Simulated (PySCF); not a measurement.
# C₅H₆O₂: calculation and literature

Molfile (atoms numbered from 1):
```
C5H6O2
     RDKit          3D

 13 13  0  0  0  0  0  0  0  0999 V2000
   -2.3111    0.2019    0.5553 O   0  0  0  0  0  0  0  0  0  0  0  0
   -1.6017    0.4545   -0.6316 C   0  0  0  0  0  0  0  0  0  0  0  0
   -0.1260    0.2418   -0.5022 C   0  0  0  0  0  0  0  0  0  0  0  0
    0.8330    1.1522    0.0603 C   0  0  0  0  0  0  0  0  0  0  0  0
    2.0330    0.5092    0.0251 C   0  0  0  0  0  0  0  0  0  0  0  0
    1.8902   -0.7185   -0.5120 O   0  0  0  0  0  0  0  0  0  0  0  0
    0.5897   -0.8761   -0.8240 C   0  0  0  0  0  0  0  0  0  0  0  0
   -1.8752    0.6830    1.2662 H   0  0  0  0  0  0  0  0  0  0  0  0
   -1.7852    1.4823   -1.0034 H   0  0  0  0  0  0  0  0  0  0  0  0
   -2.0100   -0.2312   -1.3891 H   0  0  0  0  0  0  0  0  0  0  0  0
    0.6500    2.1607    0.4276 H   0  0  0  0  0  0  0  0  0  0  0  0
    3.0394    0.7888    0.3255 H   0  0  0  0  0  0  0  0  0  0  0  0
    0.3095   -1.8276   -1.2693 H   0  0  0  0  0  0  0  0  0  0  0  0
  1  2  1  0
  2  3  1  0
  3  4  1  0
  4  5  2  0
  5  6  1  0
  6  7  1  0
  7  3  2  0
  1  8  1  0
  2  9  1  0
  2 10  1  0
  4 11  1  0
  5 12  1  0
  7 13  1  0
M  END
```

Published estimates (parent shift plus substituent increments) and measurements: δ ¹H H12 7.36; H13 7.35; H11 6.38 ppm (estimated from measurements, as parent shift plus tabulated substituent increment; solution, not stated per compound (mostly CDCl3 or CCl4); Pretsch, Buehlmann, Badertscher, Structure Determination of Organic Compounds, 4th ed. (2009)).

Method: GIAO KT3/pcSseg-2 shieldings, structure optimised with PBE0-D3(BJ)/def2-SVP, in PySCF 2.14 (non-relativistic, single conformer, in vacuum, fast rotation and ring inversion assumed for equivalent nuclei).

Problem. Set the calculated values beside the experiment.

Solution. 
Reference values: estimated from measurements, as parent shift plus tabulated substituent increment (solution, not stated per compound (mostly CDCl3 or CCl4); Pretsch, Buehlmann, Badertscher, Structure Determination of Organic Compounds, 4th ed. (2009)).
```
atoms  quantity  reference  computed
  H12      δ ¹H       7.36      7.45
  H13      δ ¹H       7.35      7.53
  H11      δ ¹H       6.38      6.42
```

Computed shifts are σ(ref) − σ with the named reference compound (TMS for H and C) calculated as an isolated molecule at the same level.

Problem. How far are the unscaled ¹H shifts from the references?

Solution. Mean signed difference +0.10 ppm, mean absolute 0.10 ppm over 3 comparisons; the largest is +0.18 ppm at H13 (hydrogen on an aromatic CH next to the ring oxygen).

3 of the 6 published NMR values on file for this molecule are compared.
